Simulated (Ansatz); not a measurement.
One change: `OCS[SiH2]S` becomes `OCS`.

Ansatz, PBE0-D4/def2-TZVP geometries, multiplicity 1. Each molecule was computed in one conformer, which needn't be the lowest.

```
                                          property  `OCS[SiH2]S`
                 HOMO energy (PBE/def2-TZVPP) / eV         -6.15
           HOMO–LUMO gap (ωB97M-V/def2-TZVPP) / eV         11.19
                HOMO energy (PBE0/def2-TZVPP) / eV         -7.37
               HOMO energy (B3LYP/def2-TZVPP) / eV         -7.13
size of the dipole moment (ωB97M-V/def2-TZVPP) / D          2.41
    size of the dipole moment (PBE/def2-TZVPP) / D          2.29
```

(1) Give the same properties after the change, and the shifts. (Best estimate.)

Results:

(1) The calculation gave: 
```
                                          property  `OCS`  shift
                 HOMO energy (PBE/def2-TZVPP) / eV  -5.84   0.31
           HOMO–LUMO gap (ωB97M-V/def2-TZVPP) / eV  11.47   0.28
                HOMO energy (PBE0/def2-TZVPP) / eV  -7.10   0.27
               HOMO energy (B3LYP/def2-TZVPP) / eV  -6.86   0.27
size of the dipole moment (ωB97M-V/def2-TZVPP) / D   2.42   0.01
    size of the dipole moment (PBE/def2-TZVPP) / D   2.36   0.07
```

With PBE0 the HOMO rises by 0.27 eV and the LUMO rises by 0.68 eV, so the gap widens by about 0.41 eV. PBE moves the HOMO by 0.31 eV and ωB97M-V by 0.19 eV. Dipoles are sizes alone; their direction can turn.

B3LYP here is the variant with VWN-RPA as its local correlation; programs differ in this.
